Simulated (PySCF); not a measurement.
**Peak assignment**

Atoms are numbered as in `[CH3:1][C:2](=[O:3])/[CH:4]=[C:5](/[O:6][SiH3:7])[CH:8]([F:9])[F:10]`. Hydrogens are named by the atom that carries them.

Computed data (PySCF 2.14.0 with density-fitted response routines): GFN2-xTB structure, σ from GIAO-PBE0/pcSseg-1. No solvent, a single conformation, fast rotation and ring inversion assumed for equivalent nuclei, relativity neglected.

Referencing at the same level of theory: 13C, 1H against TMS.

Problem. Assign these signals to the numbered atoms. 13C{1H} NMR (computed): δ 201.2 (C), 166.6 (C), 115.2 (CH), 115.0 (CH), 35.4 (CH3).

Solution. 
201.2 → C2, ketone carbonyl carbon: low-lying n→π* states of the double bond to the heteroatom give a large paramagnetic term (-261 ppm)
166.6 → C5, alkene carbon bearing oxygen: an sp2 carbon further deshielded by the attached heteroatom
115.2 → C4, β carbon of an enol-ether or enamine type C=C
115.0 → C8, allylic sp3 CH bonded to 2 F: 2 electronegative neighbours deshield it
35.4 → C1, methyl carbon α to a carbonyl: α to the electron-withdrawing carbonyl group

C4 and C8 lie closer than the usual error of such a calculation, so a measured spectrum could show them in the other order.

Problem. Assign these signals to the numbered atoms. 1H NMR (400 MHz, computed): δ 8.64 (m, 1H), 6.00 (m, 1H), 5.15 (s, 3H), 2.30 (s, 3H).

Solution. 
| δ (ppm) | atoms | environment | reason |
| --- | --- | --- | --- |
| 8.64 | H(C8) | hydrogen on an allylic sp3 CH bonded to 2 F | its carbon carries F, hence the downfield position |
| 6.00 | H(C4) | hydrogen on a β carbon of an enol-ether or enamine type C=C | a vinylic proton, deshielded by the sp2 carbon and the C=C anisotropy |
| 5.15 | H(Si7) | hydrogen on a silicon bonded to O | – |
| 2.30 | H(C1) | hydrogen on a methyl carbon α to a carbonyl | α to C=O |

Splittings by 19F in the carbon and heteronuclear signals aren't shown, as no couplings were computed. Shifts are as computed. Against solution values, carbons near 30 ppm lie about +3 ppm off and those near 130 ppm about +5 ppm. Of 1309 compounds with measured shifts, 239 miss one by over three times the rms of a fit or turn the order of signals round; such compounds aren't used in these exercises. Multiplicities follow the n + 1 count of equivalent neighbours, as no J values were calculated; m marks all less simple cases, F and P coupling included.
